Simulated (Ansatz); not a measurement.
Two shapes of singlet Li₂F₂.

Shape 1:

```xyz
4

Li    1.1079    0.0376   -0.0328
Li   -1.1099    0.0329   -0.0373
F     0.0167    1.3138    0.0420
F     0.0039   -1.3052   -0.0482
```

Shape 2:

```xyz
4

Li    1.0163    0.0000    0.0000
Li   -1.0163    0.0000    0.0000
F     0.0000    1.1891    0.0000
F     0.0000   -1.1891    0.0000
```

Basis set: def2-TZVP (spherical functions). Frozen core: 2 orbitals. Charge 0, multiplicity 1.

Computed with Ansatz (development build ahead of 0.2.0); each method stands on the lowest determinant of its kind that the runs found.

(1) Which shape is lower in energy, and by how much in each method?

Results:

(1)

```tsv
method	E(2) − E(1) (eV)
RHF	0.483
RHF-MP2	0.589
```

Shape 1 is lower.
